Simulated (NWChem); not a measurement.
System: CH3NO2Si; SMILES N#CO[SiH2]O

Parts of the log:

```
             Northwest Computational Chemistry Package (NWChem) 7.3.0
             --------------------------------------------------------

                             Geometry "geometry" -> ""
                             -------------------------

 Output coordinates in angstroms (scale by  1.889725989 to convert to a.u.)

  No.       Tag          Charge          X              Y              Z
 ---- ---------------- ---------- -------------- -------------- --------------
    1 N                    7.0000     0.59999600    -2.48702500    -0.33966500
    2 C                    6.0000     0.02275500    -1.56305800     0.07714700
    3 O                    8.0000    -0.62234800    -0.55248900     0.55989400
    4 Si                  14.0000    -0.47359400     1.02644100    -0.10348200
    5 O                    8.0000     1.00698200     1.67171300     0.19580000
    6 H                    1.0000    -1.46372800     1.79654300     0.65928700
    7 H                    1.0000    -0.75477700     0.88083700    -1.54962300
    8 H                    1.0000     1.76437600     1.38170800    -0.33236000

 Effective nuclear repulsion energy (a.u.)     210.6276842776

                              NWChem Property Module
                              ----------------------

                                 NWChem DFT Module
                                 -----------------

 Summary of "ao basis" -> "ao basis" (spherical)
 ------------------------------------------------------------------------------
       Tag                 Description            Shells   Functions and Types
 ---------------- ------------------------------  ------  ---------------------
 N                        aug-cc-pvdz                9       23   4s3p2d
 C                        aug-cc-pvdz                9       23   4s3p2d
 O                        aug-cc-pvdz                9       23   4s3p2d
 Si                       aug-cc-pvdz               11       27   5s4p2d
 H                        aug-cc-pvdz                5        9   3s2p

            General Information
            -------------------
          SCF calculation type: DFT
          Wavefunction type:  closed shell.
          No. of atoms     :     8
          No. of electrons :    46
           Alpha electrons :    23
            Beta electrons :    23
          Charge           :     0
          Spin multiplicity:     1
          Use of symmetry is: off; symmetry adaption is: off
          Maximum number of iterations: 150
          AO basis - number of functions:   146
                     number of shells:    62
          Convergence on energy requested:  1.00D-06
          Convergence on density requested:  1.00D-05
          Convergence on gradient requested:  5.00D-04

              XC Information
              --------------
                         PBE0 Method XC Functional
                     Hartree-Fock (Exact) Exchange  0.250
          PerdewBurkeErnzerhof Exchange Functional  0.750
            Perdew 1991 LDA Correlation Functional  1.000 local
           PerdewBurkeErnz. Correlation Functional  1.000 non-local

             Grid Information
             ----------------
          Grid used for XC integration:  medium
          Radial quadrature: Mura-Knowles
          Angular quadrature: Lebedev.
          Tag              B.-S. Rad. Rad. Pts. Rad. Cut. Ang. Pts.
          ---              ---------- --------- --------- ---------
          N                   0.65       49          16.0       434
          C                   0.70       49          15.0       434
          O                   0.60       49          13.0       434
          Si                  1.10       88          13.0       590
          H                   0.35       45          14.0       434
          Grid pruning is: on
          Number of quadrature shells:   419
          Spatial weights used:  Erf1

      Superposition of Atomic Density Guess
      -------------------------------------

 Sum of atomic energies:        -531.83736864

      Non-variational initial energy
      ------------------------------

 Total energy =    -533.654560
 1-e energy   =   -1150.534027
 2-e energy   =     406.251783
 HOMO         =      -0.391035
 LUMO         =       0.005937

   convergence    iter        energy       DeltaE   RMS-Dens  Diis-err
 ---------------- ----- ----------------- --------- --------- ---------
 d= 0,ls=0.0,diis     1   -534.1255433882 -7.45D+02  1.37D-02  1.30D+00
 d= 0,ls=0.0,diis     2   -533.7531844925  3.72D-01  8.73D-03  4.78D+00
 d= 0,ls=0.0,diis     3   -534.2663480431 -5.13D-01  1.84D-03  1.49D-01
 d= 0,ls=0.0,diis     4   -534.2776632723 -1.13D-02  8.42D-04  4.59D-02
 d= 0,ls=0.0,diis     5   -534.2820095356 -4.35D-03  1.66D-04  7.34D-04
  Resetting Diis
 d= 0,ls=0.0,diis     6   -534.2820800255 -7.05D-05  4.96D-05  9.77D-05
 d= 0,ls=0.0,diis     7   -534.2820883703 -8.34D-06  3.87D-05  1.37D-05
 d= 0,ls=0.0,diis     8   -534.2820865000  1.87D-06  2.20D-05  3.49D-05
 d= 0,ls=0.0,diis     9   -534.2820897169 -3.22D-06  2.80D-06  2.67D-07
 d= 0,ls=0.0,diis    10   -534.2820897361 -1.92D-08  1.24D-06  8.61D-08

[...]

 DFT Linear Response polarizability / au
 Frequency  =       0.0428000 / au
 Wavelength =    1064.5643224 / nm
              X              Y              Z
 -----------------------------------------------
 X      46.2949030     -6.5791799     -1.9458799
 Y      -6.5791680     60.1148725      4.0492178
 Z      -1.9458650      4.0492051     42.4130044
 -----------------------------------------------
 Eigenvalues =      43.7029338     63.6904640     41.4293822
 Isotropic   =      49.6075933
 Anisotropic =      21.2158686
 -----------------------------------------------

 Magnetic Dipole Response Matrix (nonzero elements):
```

Level: PBE0/aug-cc-pVDZ. Geometry: optimised at B3LYP/6-31G* (spherical d).

### Question
Reconstruct the input file.

### Answer
This is not unique; one that fits is the input that was run:
```
start job
memory heap 200 mb stack 900 mb global 1100 mb
geometry units angstroms noautosym nocenter noautoz
  N      0.599996    -2.487025    -0.339665
  C      0.022755    -1.563058     0.077147
  O     -0.622348    -0.552489     0.559894
  Si    -0.473594     1.026441    -0.103482
  O      1.006982     1.671713     0.195800
  H     -1.463728     1.796543     0.659287
  H     -0.754777     0.880837    -1.549623
  H      1.764376     1.381708    -0.332360
end
basis spherical
  N library aug-cc-pvdz
  C library aug-cc-pvdz
  O library aug-cc-pvdz
  Si library aug-cc-pvdz
  H library aug-cc-pvdz
end
dft
  xc pbe0
  iterations 150
end
property
  response 1 0.0428
end
task dft property
```
